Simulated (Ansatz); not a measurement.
CHBrF2 (SMILES FC(F)Br) moved off its minimum; all values from Ansatz (a first-principles code), cores frozen in correlated methods.
(charge 0, multiplicity 1)
```xyz
5

F     -1.46362     1.11026    -0.31183
C     -0.94870     0.05451     0.27913
F     -1.51378    -1.03993    -0.28051
Br     1.00193    -0.00247     0.04397
H     -1.21364     0.04648     1.32561
```

```
level                largest force (eV/Å)  on atom  rms difference from CCSD(T)/aug-cc-pVTZ (eV/Å)  dipole (D)
-------------------  --------------------  -------  ----------------------------------------------  ----------
HF/def2-TZVPP                        1.56       F3                                           0.606        1.57
PBE/def2-TZVPP                       1.44       F1                                           0.228        1.28
r2SCAN/def2-TZVPP                    1.03       C2                                           0.110        1.36
B3LYP/def2-TZVPP                     1.04       C2                                           0.112        1.37
wB97M-V/def2-TZVPP                   1.07       C2                                           0.072        1.37
MP2/aug-cc-pVTZ                      1.08       C2                                           0.061        1.38
CCSD(T)/aug-cc-pVTZ                  1.09       C2                                           0.000        1.37
```

The differences count from one level among others, with limits of its own. Forces at CCSD(T)/aug-cc-pVTZ (eV/Å):

```tsv
atom	Fx	Fy	Fz
F1	-0.135	0.907	-0.483
C2	0.066	-1.086	0.095
F3	0.308	0.022	-0.086
Br4	-0.548	0.032	0.085
H5	0.310	0.125	0.388
```
